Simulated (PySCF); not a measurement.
SbBr2, SMILES [Br][Sb+][Br] (connectivity only; charge and spin as stated), charge +1, multiplicity 1. Coordinates come from a PBE-D3(BJ)/def2-SVP optimisation. The multiplicity is an assumed one; other spin states were not compared. The isomer is the one that the SMILES or the coordinates give; other isomers of the formula were not compared. The def2 effective core potentials stand for the cores of Sb; spin–orbit coupling is left out.

All values below come from PBE-D3(BJ)/def2-SVP (PySCF).

Harmonic wavenumbers (cm⁻¹): 86, 277, 282. Rotational constants (GHz): 3.067, 0.8621, 0.6730; symmetry number 2.

Problem. Work out the zero-point energy and the ideal-gas rigid-rotor harmonic-oscillator thermochemistry at 298.15 K and 1 atm.

Solution. ZPE = ½ Σ hcν = ½ × 645 cm⁻¹ = 0.92 kcal/mol. H − E(el) = 4.33 kcal/mol. Entropy in cal/(mol K): translation 42.80, rotation 28.20, vibration 6.82, total 77.82. G − E(el) = -18.87 kcal/mol. Cp = 13.33 cal/(mol K). Modes under 150 cm⁻¹ make the vibrational entropy uncertain.
